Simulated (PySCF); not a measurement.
Compound: C5H11As.
Bonds: C1–C2 (double), C2–C3, C3–C4, C4–As5, As5–C6. Hydrogens: H7, H8 on C1; H9 on C2; H10, H11 on C3; H12, H13 on C4; H14 on As5; H15, H16, H17 on C6.

Torsions of this conformer, `[CH2:1]=[CH:2][CH2:3][CH2:4][AsH:5][CH3:6]`: C1–C2–C3–C4 115°, C2–C3–C4–As5 62°, C3–C4–As5–C6 167°.

The closed-shell ground state was solved at several levels (PySCF, density fitting, gas phase). Isolated species at its PBE0-D3(BJ)/def2-SVP geometry (one conformer only). The calculation is non-relativistic and has no spin–orbit coupling, an omission that weighs most on arsenic.

```json
{"level": "B3LYP/pcSseg-1", "basis functions": "181", "total energy (Eh)": "-2432.7958", "HOMO (eV)": "-6.59", "LUMO (eV)": "0.00", "gap (eV)": "6.59", "dipole (D)": "1.13"}
{"level": "PBE0/pcSseg-1", "basis functions": "181", "total energy (Eh)": "-2432.2174", "HOMO (eV)": "-6.79", "LUMO (eV)": "0.23", "gap (eV)": "7.02", "dipole (D)": "1.25"}
{"level": "B3LYP/pcJ-1 (pcSseg-1 on As)", "basis functions": "286", "total energy (Eh)": "-2432.8330", "HOMO (eV)": "-6.59", "LUMO (eV)": "0.01", "gap (eV)": "6.60", "dipole (D)": "1.14"}
```

**Question.** What might wB97X-D/def2-SVPD (226 basis functions) give for the same quantities?

**Answer.** Total energy -2432.5873 Eh, HOMO -8.56 eV, LUMO 1.84 eV, gap 10.40 eV, dipole 1.27 D.

**Question.** How far do the dipole and the HOMO energy spread over the levels?

**Answer.** The dipole runs from 1.13 to 1.27 D (mean 1.20 D) and the HOMO from -8.56 to -6.59 eV.

wB97X-D is run here without its empirical dispersion term; that term would change no orbital, density or response property at a fixed geometry.
